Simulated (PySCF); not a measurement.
HOSn, SMILES [OH+]=[Sn] (connectivity only; charge and spin as stated), charge +1, multiplicity 1.

The structure is a stationary point at B3LYP-D3(BJ)/def2-TZVP. The isomer is the one that the SMILES or the coordinates give; other isomers of the formula were not compared. The def2 effective core potentials stand for the cores of Sn; spin–orbit coupling is left out.

Computed with TDDFT-B3LYP/def2-TZVPD in PySCF.

Vertical excitations; the highest root listed may be one member of a degenerate set. The molecule is in vacuum. State labels are in the subgroup C2v.

Computed lowest excited states:
```json
[
 {"state": "S1", "symmetry": "A2", "energy (eV)": "4.95", "λ (nm)": "251", "f": "0.000", "main pairs": "HOMO→LUMO 50 %, HOMO−1→LUMO+1 50 %"},
 {"state": "S2", "symmetry": "A2", "energy (eV)": "5.10", "λ (nm)": "243", "f": "0.000", "main pairs": "HOMO−1→LUMO+1, HOMO→LUMO (degenerate set)"},
 {"state": "S3", "symmetry": "A1", "energy (eV)": "5.10", "λ (nm)": "243", "f": "0.000", "main pairs": "HOMO→LUMO+1, HOMO−1→LUMO (degenerate set)"},
 {"state": "S4", "symmetry": "A1", "energy (eV)": "6.66", "λ (nm)": "186", "f": "0.112", "main pairs": "HOMO−1→LUMO 47 %, HOMO→LUMO+1 47 %"},
 {"state": "S5", "symmetry": "B1", "energy (eV)": "6.99", "λ (nm)": "177", "f": "0.180", "main pairs": "HOMO−2→LUMO (degenerate set)"},
 {"state": "S6", "symmetry": "B2", "energy (eV)": "6.99", "λ (nm)": "177", "f": "0.180", "main pairs": "HOMO−2→LUMO+1 (degenerate set)"},
 {"state": "S7", "symmetry": "B2", "energy (eV)": "7.81", "λ (nm)": "159", "f": "0.042", "main pairs": "HOMO→LUMO+2 (degenerate set)"},
 {"state": "S8", "symmetry": "B1", "energy (eV)": "7.81", "λ (nm)": "159", "f": "0.042", "main pairs": "HOMO−1→LUMO+2 (degenerate set)"},
 {"state": "S9", "symmetry": "A1", "energy (eV)": "9.95", "λ (nm)": "125", "f": "1.026", "main pairs": "HOMO−2→LUMO+2 92 %"},
 {"state": "S10", "symmetry": "B1", "energy (eV)": "10.38", "λ (nm)": "119", "f": "0.046", "main pairs": "HOMO−1→LUMO+3 89 %"},
 {"state": "T1", "symmetry": "A1", "energy (eV)": "4.47", "λ (nm)": "277", "f": "0", "main pairs": "HOMO→LUMO+1 50 %, HOMO−1→LUMO 50 %"},
 {"state": "T2", "symmetry": "A2", "energy (eV)": "4.67", "λ (nm)": "266", "f": "0", "main pairs": "HOMO−1→LUMO+1, HOMO→LUMO (degenerate set)"},
 {"state": "T3", "symmetry": "A1", "energy (eV)": "4.67", "λ (nm)": "266", "f": "0", "main pairs": "HOMO−1→LUMO, HOMO→LUMO+1 (degenerate set)"},
 {"state": "T4", "symmetry": "A2", "energy (eV)": "4.96", "λ (nm)": "250", "f": "0", "main pairs": "HOMO→LUMO 50 %, HOMO−1→LUMO+1 50 %"}
]
```
Triplets are in the Tamm–Dancoff approximation, which puts them higher than full response would, so one can lie above its singlet here.
